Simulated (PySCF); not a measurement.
Sb(TeH)3 (H₃SbTe₃), SMILES [TeH][Sb]([TeH])[TeH].

Coordinates come from a PBE-D3(BJ)/def2-SVP optimisation. The structure was generated by enumeration; whether it is a known compound was not checked. The def2 effective core potentials stand for the cores of Sb, Te; spin–orbit coupling is left out.

All values below come from TDDFT-PBE/def2-SVPD in PySCF.

Vertical excitations. The molecule is in vacuum.

Estimate the UV-visible absorptions. (An estimate is asked for; the answer gives what the named calculation found.)


| state | energy (eV) | λ (nm) | f | main pairs |
|---|---|---|---|---|
| S1 | 2.54 | 489 | 0.005 | HOMO→LUMO+1 66 %, HOMO→LUMO 30 % |
| S2 | 2.65 | 468 | 0.004 | HOMO−1→LUMO 77 %, HOMO→LUMO 15 % |
| S3 | 2.67 | 465 | 0.013 | HOMO→LUMO 33 %, HOMO→LUMO+1 24 %, HOMO−1→LUMO 15 %, HOMO−1→LUMO+1 15 % |
| S4 | 2.75 | 451 | 0.010 | HOMO−1→LUMO+1 76 %, HOMO→LUMO 11 % |
| S5 | 2.89 | 429 | 0.005 | HOMO−2→LUMO 78 % |
| S6 | 3.06 | 405 | 0.005 | HOMO−2→LUMO+1 48 %, HOMO→LUMO+2 44 % |
| S7 | 3.07 | 404 | 0.002 | HOMO→LUMO+2 50 %, HOMO−2→LUMO+1 47 % |
| S8 | 3.37 | 368 | 0.034 | HOMO−2→LUMO+2 46 %, HOMO−1→LUMO+2 45 % |
| S9 | 3.51 | 353 | 0.038 | HOMO−2→LUMO+2 49 %, HOMO−1→LUMO+2 35 %, HOMO→LUMO+3 8 % |
| S10 | 3.75 | 330 | 0.029 | HOMO→LUMO+3 80 %, HOMO−1→LUMO+3 12 % |
| T1 | 2.23 | 557 | 0 | HOMO→LUMO 96 % |
| T2 | 2.38 | 520 | 0 | HOMO−1→LUMO 97 % |
| T3 | 2.48 | 499 | 0 | HOMO→LUMO+1 94 % |
| T4 | 2.54 | 489 | 0 | HOMO−1→LUMO+1 87 % |
Triplets are in the Tamm–Dancoff approximation, which puts them higher than full response would, so one can lie above its singlet here.
